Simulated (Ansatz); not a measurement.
`O[SiH](Cl)[Si](O)(O)O` and `O[Si](O)(O)[SeH]` differ in one atom or group.

Ansatz, PBE0-D4/def2-TZVP geometries, multiplicity 1. Each molecule was computed in one conformer, which needn't be the lowest.

Scalar relativity is left out up to krypton.

```tsv
property	`O[SiH](Cl)[Si](O)(O)O`
size of the dipole moment (ωB97M-V/def2-TZVPP) / D	1.38
HOMO–LUMO gap (B3LYP/def2-TZVPP) / eV	7.19
HOMO–LUMO gap (PBE/def2-TZVPP) / eV	5.45
size of the dipole moment (PBE/def2-TZVPP) / D	1.36
HOMO energy (PBE/def2-TZVPP) / eV	-6.61
HOMO energy (B3LYP/def2-TZVPP) / eV	-7.72
```

**Question.** What does the change do to each property? (Best estimate.)

**Answer.** Computed: 
```tsv
property	`O[Si](O)(O)[SeH]`	shift
size of the dipole moment (ωB97M-V/def2-TZVPP) / D	1.90	0.52
HOMO–LUMO gap (B3LYP/def2-TZVPP) / eV	6.67	-0.52
HOMO–LUMO gap (PBE/def2-TZVPP) / eV	5.20	-0.25
size of the dipole moment (PBE/def2-TZVPP) / D	1.84	0.48
HOMO energy (PBE/def2-TZVPP) / eV	-5.90	0.71
HOMO energy (B3LYP/def2-TZVPP) / eV	-6.85	0.87
```

With PBE0 the HOMO rises by 0.81 eV and the LUMO rises by 0.49 eV, so the gap narrows by about 0.32 eV. PBE moves the HOMO by 0.71 eV and ωB97M-V by 0.73 eV. Dipoles are sizes alone; their direction can turn.

B3LYP here is the variant with VWN-RPA as its local correlation; programs differ in this.

Spin–orbit coupling is left out; it splits and shifts lone-pair levels of the heavy atoms by tenths of an eV.
